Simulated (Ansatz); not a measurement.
FGeH₅OSi, SMILES `[OH][GeH]([F])[SiH3]`. Charge 0, multiplicity 1.

Cartesian coordinates in Å:
```
O -0.699 -1.793 0.571
Ge -0.302 -0.545 -0.621
F -1.820 0.025 -1.275
Si 0.716 1.249 0.570
H -1.074 -2.586 0.181
H 0.409 -1.174 -1.837
H 0.969 2.362 -0.379
H 2.002 0.776 1.141
H -0.201 1.686 1.649
```

Question: What are the harmonic wavenumbers in cm⁻¹ at PBE0-D4/def2-TZVP (Ansatz, finite differences of forces, unscaled)? (Best estimate.)

Answer: The calculation gave: 72, 117, 157, 206, 272, 360, 501, 513, 672, 701, 728, 745, 864, 927, 932, 935, 2129, 2233, 2248, 2257, 3888.

Question: Is this a minimum?

Answer: Yes, all 21 modes are real.

Question: Give the ideal-gas thermochemistry at 298.15 K and 1 bar (rigid rotor, harmonic oscillator; point group C1, symmetry number 1).

Answer: Zero-point energy 128.3 kJ/mol; H(298) − E = 150.2 kJ/mol; entropy 356.9 J/(mol·K), of which translation 170.6, rotation 112.7, vibration 73.7; G(298) − E = 43.8 kJ/mol. Modes under 100 cm⁻¹ are hindered rotations or soft bends, so the harmonic entropy is rough.

Question: And at 400, 500, 600, 800 and 1000 K?

Answer: 
```csv
T (K),H − E (kJ/mol),S (J/mol/K),G − E (kJ/mol)
400,162.5,392.1,5.6
500,176.0,422.1,-35.1
600,190.5,448.7,-78.7
800,222.1,494.0,-173.1
1000,256.0,531.8,-275.8
```
